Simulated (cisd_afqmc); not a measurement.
Input (AFQMC/CISD/def2-SVP; cisd_afqmc is a phaseless AFQMC code with CISD trial states that reads the integrals written by Ansatz):

Ansatz 0.2 input:
```python
import cisd_afqmc

open("ham.yaml", "w").write("""\
crystal:
  periodic: [false, false, false]
  atoms:
    - {symbol: Ga, position_ang: [0.00000000, 0.00000000, 0.00000000]}
    - {symbol: I, position_ang: [-0.00000000, -0.00000000, -2.38685411]}
    - {symbol: I, position_ang: [0.00000000, 0.00000000, 2.38685411]}
basis:
  gaussian:
    orbitals: def2-SVP
total_charge: 1
magnetization: {spin_polarized: false}
correlation: {method: ccsd, electrons: outside_noble_gas, hamiltonian_folder: ham}
""")
rep = cisd_afqmc.ansatz("ham.yaml")
e_ccsd = rep["correlation"]["coupled_cluster"]["energy"]["hartree"]
out = cisd_afqmc.run("ham", e_ccsd, trial="CISD", walkers=100, populations=8, threads=8, dt=0.005, steps=40, early=36, settle=10, least=32,
    cut=5e-5, rank_cut=2e-4, target=0.0004, seconds=1500, seed=1, memory=12960, gpu=False)
```

Output:

```
orbitals 52, occupied [8], factors 307 of 987, rank of the doubles 142 of 352
E(HF) = -2516.145029
E(CCSD) on the cut factors = -2516.401199, shift to the whole factors -0.000004
Energy of the trial state on the determinant = -2516.401073
  tau behind 10.8 of longer steps, mean of the populations' last blocks
   2.0  -2516.41217
   4.0  -2516.41088
   6.0  -2516.41137
   8.0  -2516.41188
  10.0  -2516.41317
  12.0  -2516.41038
blocks 555 (0 outliers left out), error by blocks joined: 1: 0.00016, 2: 0.00021, 4: 0.00028, 8: 0.00034, 16: 0.00039
E(AFQMC/CISD) = -2516.41119 +/- 0.00039
```
